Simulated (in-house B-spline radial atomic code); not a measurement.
Orbital energies and mean radii along the 14-electron series, configuration [Ne] 3s2 3p2. The effective charge is n√(-2ε), a non-relativistic measure. Computed with an all-electron radial atomic-structure program (B-spline basis): non-relativistic Hartree-Fock, average of the configuration, point nuclei.

This level leaves out relativity, spin-orbit splitting included, which matters for heavy ions.

| ion | Z | energy of 1s (Eh) | mean radius of 1s (bohr) | energy of 2p (Eh) | mean radius of 2p (bohr) | effective charge of 1s |
| --- | --- | --- | --- | --- | --- | --- |
| Tm55+ | 69 | -2194.72 | 0.021955 | -464.91 | 0.077637 | 66.253 |
| Yb56+ | 70 | -2261.38 | 0.021639 | -480.29 | 0.07645 | 67.251 |
| Lu57+ | 71 | -2329.05 | 0.021331 | -495.93 | 0.075298 | 68.25 |
| Hf58+ | 72 | -2397.71 | 0.021032 | -511.81 | 0.074181 | 69.249 |
| Ta59+ | 73 | -2467.37 | 0.020742 | -527.94 | 0.073096 | 70.248 |
| W60+ | 74 | -2538.04 | 0.020459 | -544.33 | 0.072043 | 71.247 |
| Re61+ | 75 | -2609.7 | 0.020184 | -560.96 | 0.071019 | 72.245 |
| Os62+ | 76 | -2682.36 | 0.019916 | -577.85 | 0.070024 | 73.244 |
| Ir63+ | 77 | -2756.03 | 0.019655 | -594.98 | 0.069057 | 74.243 |
| Pt64+ | 78 | -2830.69 | 0.019401 | -612.37 | 0.068116 | 75.242 |
| Au65+ | 79 | -2906.36 | 0.019153 | -630 | 0.0672 | 76.241 |
| Hg66+ | 80 | -2983.02 | 0.018912 | -647.88 | 0.066309 | 77.24 |
| Tl67+ | 81 | -3060.68 | 0.018677 | -666.02 | 0.065441 | 78.239 |

Task: How does the screening of 1s change?

Result: Z less the effective charge goes from 2.75 at Z = 69 to 2.76 at Z = 81.
